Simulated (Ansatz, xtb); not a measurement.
**Relative energy of two isomers of B3H6N3S2**

We compare I, `SB1NBNBN1S`, a singlet, with II, `SB1NBNB(S)N1`, a singlet. Both are isolated molecules in the gas phase, relaxed with B3LYP/def2-SVP, each in the lowest conformer that the search found.

I (Å):

```xyz
14

B     0.6439    0.7687    0.5852
B     0.9786   -0.5091   -1.5659
B     1.5000    1.9420   -1.4855
N     0.6023   -0.4356   -0.1931
N     1.4236    0.7022   -2.1819
N     1.1146    1.9727   -0.0911
S     0.1238    0.6866    2.3378
S     1.1762    3.5142    0.7182
H     0.2722    2.0114    2.5764
H     0.2776   -1.2846    0.2568
H     0.9216   -1.5472   -2.1775
H     1.6957    0.6856   -3.1579
H     1.8787    2.9441   -2.0343
H     2.4190    3.4035    1.2584
```

II (Å):

```xyz
14

B    -1.3978   -1.7358    0.8864
B     0.7510   -1.4950   -0.3837
B     0.3553   -0.1185    1.6742
N    -0.5341   -2.0896   -0.2025
N     1.1737   -0.5129    0.5665
N    -0.9270   -0.7468    1.8100
S    -3.0358   -2.5676    1.0223
S     0.8514    1.1402    2.9255
H    -3.4624   -1.9403    2.1406
H    -0.8379   -2.7859   -0.8733
H     1.4598   -1.8094   -1.3084
H     2.0852   -0.0906    0.4386
H     2.0651    1.4319    2.4084
H    -1.5175   -0.4783    2.5886
```

**Question.** Estimate which is lower in electronic energy at CCSD(T)/def2-SVP + ΔMP2/def2-TZVPP, and by roughly how much.

**Answer.** The CCSD(T)/def2-SVP + ΔMP2/def2-TZVPP calculation puts structure II lower, by 1.694 eV.

Level by level:

```json
{"level": "GFN2-xTB", "geometry": "GFN2-xTB", "E(II) − E(I) (eV)": "−0.998", "departure from the last row (eV)": "+0.696", "job, with rough time for the two": "optimisation, 2 s"}
{"level": "HF/STO-3G", "geometry": "GFN2-xTB", "E(II) − E(I) (eV)": "−1.449", "departure from the last row (eV)": "+0.245", "job, with rough time for the two": "single point, 2.5 s"}
{"level": "r2SCAN-D4/def2-SVP", "geometry": "GFN2-xTB", "E(II) − E(I) (eV)": "−1.880", "departure from the last row (eV)": "−0.186", "job, with rough time for the two": "single point, 16 s"}
{"level": "B3LYP/def2-SVP", "geometry": "B3LYP/def2-SVP", "E(II) − E(I) (eV)": "−1.792", "departure from the last row (eV)": "−0.098", "job, with rough time for the two": "optimisation, 2.6 min"}
{"level": "HF/def2-SVP", "geometry": "B3LYP/def2-SVP", "E(II) − E(I) (eV)": "−1.946", "departure from the last row (eV)": "−0.252", "job, with rough time for the two": "part of the CCSD(T) run"}
{"level": "MP2/def2-SVP", "geometry": "B3LYP/def2-SVP", "E(II) − E(I) (eV)": "−1.857", "departure from the last row (eV)": "−0.163", "job, with rough time for the two": "part of the CCSD(T) run"}
{"level": "CCSD(T)/def2-SVP", "geometry": "B3LYP/def2-SVP", "E(II) − E(I) (eV)": "−1.794", "departure from the last row (eV)": "−0.100", "job, with rough time for the two": "single point"}
{"level": "CCSD(T)/def2-SVP + ΔMP2/def2-TZVPP", "geometry": "B3LYP/def2-SVP", "E(II) − E(I) (eV)": "−1.694", "departure from the last row (eV)": "", "job, with rough time for the two": "single point, 6 min"}
```

As drawn, II has 1 B–S, 1 N–H in place of 1 N–S, 1 B–H.

The levels shown agree on the order. The largest departure from CCSD(T)/def2-SVP + ΔMP2/def2-TZVPP is that of GFN2-xTB, 0.696 eV. The last row adds to CCSD(T) the change of the MP2 difference between the two basis sets, here +0.100 eV.

With thermal terms from frequencies at re-optimised GFN2-xTB minima (ideal gas, soft modes damped towards free rotors, one conformer each, 298.15 K, 1 atm): on the last row, ΔE + ΔZPE = −1.624, ΔH = −1.625, ΔG = −1.627 eV.

The correlated steps freeze 16 core orbitals. Codes used: Ansatz 0.2.0, xtb 6.7.1; the last row on 2 threads of Intel(R) Xeon(R) Processor @ 2.50GHz (Skylake/Cascade Lake) on a shared host.
